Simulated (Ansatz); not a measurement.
`C[NH][Zr]([F])([NH]C)[NH]C` + `CNC(S)S` → `C[NH][Zr]([NH]C)([NH]C)[NH]C` + `FC(S)S`  (formal exchange of groups at a Zr–F bond)

Program: Ansatz. Geometries: PBE0-D4/def2-TZVP. ΔE: electronic, gas phase. CCSD(T)/CBS adds triple-zeta CCSD(T) − MP2 to the extrapolated MP2 energy (def2 sets, frozen cores). Functionals use def2-TZVPP. HSE06 is defined as in plane-wave codes. def2 core potentials past Kr. For Zr outer-core shells are correlated without core-valence functions, which leaves a few kJ/mol of doubt a bond. One conformer a species, not always the lowest.

`C[NH][Zr]([F])([NH]C)[NH]C`:

```xyz
20

C    -1.770    2.050   -1.848
N    -1.206    0.736   -1.619
Zr    0.424    0.394   -0.449
F     1.828    1.697   -0.765
N     1.059   -1.506   -0.817
C     0.913   -2.744   -0.081
N    -0.231    0.427    1.478
C     0.644    0.501    2.630
H    -2.823    2.112   -1.543
H    -1.230    2.802   -1.261
H    -1.704    2.365   -2.897
H    -1.669    0.028   -2.171
H     1.665   -1.639   -1.620
H     0.289   -2.576    0.800
H     0.430   -3.528   -0.678
H     1.874   -3.140    0.269
H    -1.205    0.464    1.744
H     1.693    0.485    2.311
H     0.512   -0.349    3.311
H     0.507    1.422    3.209
```

`CNC(S)S`:

```xyz
12

C    -0.568    1.149   -0.779
N    -0.782    0.108    0.206
C     0.297   -0.776    0.470
S     0.686   -1.847   -0.948
S     1.946   -0.026    0.889
H     0.263    1.819   -0.524
H    -0.350    0.695   -1.747
H    -1.483    1.734   -0.875
H    -1.128    0.493    1.075
H     0.028   -1.402    1.319
H    -0.600   -2.050   -1.287
H     1.690    0.101    2.201
```

`C[NH][Zr]([NH]C)([NH]C)[NH]C`:

Z-matrix (Å, degrees):
```
Zr
C 1 3.219
C 1 3.087 2 136.2
C 1 3.199 2 92.2 3 -115.7
N 1 2.055 2 120.0 3 151.8
N 1 2.051 2 115.3 3 12.4
N 1 2.045 2 19.0 3 92.6
C 1 3.191 2 139.5 3 145.0
N 1 2.050 2 89.4 3 -96.2
H 1 2.648 2 39.2 3 94.3
H 1 2.671 2 88.8 3 -76.5
H 2 1.098 1 123.9 3 -19.6
H 2 1.098 1 122.6 3 -168.6
H 2 1.092 1 82.2 3 86.0
H 3 1.098 1 123.4 2 111.5
H 3 1.097 1 76.3 2 -147.5
H 3 1.098 1 126.1 2 -47.3
H 4 1.098 1 122.0 2 160.8
H 4 1.098 1 125.1 2 10.1
H 4 1.093 1 81.3 2 -94.7
H 5 1.013 1 118.5 2 9.6
H 6 1.010 1 125.5 2 22.5
H 8 1.094 1 80.9 2 -164.8
H 8 1.098 1 122.8 2 -60.9
H 8 1.098 1 124.6 2 91.0
```

`FC(S)S`:

Z-matrix (Å, degrees):
```
C
S 1 1.794
S 1 1.816 2 109.7
F 1 1.370 2 112.0 3 117.2
H 1 1.090 2 110.6 3 -122.9
H 2 1.346 1 96.0 3 166.5
H 3 1.342 1 94.8 2 -62.4
```

**Question.** Is it downhill or uphill in electronic energy at CCSD(T)/CBS, and by how much? (Best estimate.)

**Answer.** The calculation gave: Uphill: ΔE = +164.5 kJ/mol.

**Question.** What do these levels give: PBE-D4, B97M-V, HSE06, RPA@PBE/def2-TZVPP, CCSD(T)/def2-SVP, CCSD/CBS(def2)? (Best estimate.)

**Answer.** Computed: PBE-D4 164.0, B97M-V 164.4, HSE06 164.7, RPA@PBE/def2-TZVPP 154.8, CCSD(T)/def2-SVP 177.5, CCSD/CBS(def2) 164.2 kJ/mol.

Largest T1 diagnostic among the species: 0.016.

From BLYP to BHLYP (50 % exact exchange), in def2-TZVPP and without D4, ΔE moves by +5.3 kJ/mol. At CCSD(T), def2-SVP lies +13.0 kJ/mol from the extrapolated value and def2-TZVPP −3.2 kJ/mol. Leaving LDA and LC-ωPBE aside and taking each functional with its dispersion term where it has one, the values, not all of them listed here, spread over 6.6 kJ/mol, from BLYP-D4 to PBE-QIDH. LDA lies +6.4 kJ/mol from PBE without D4.
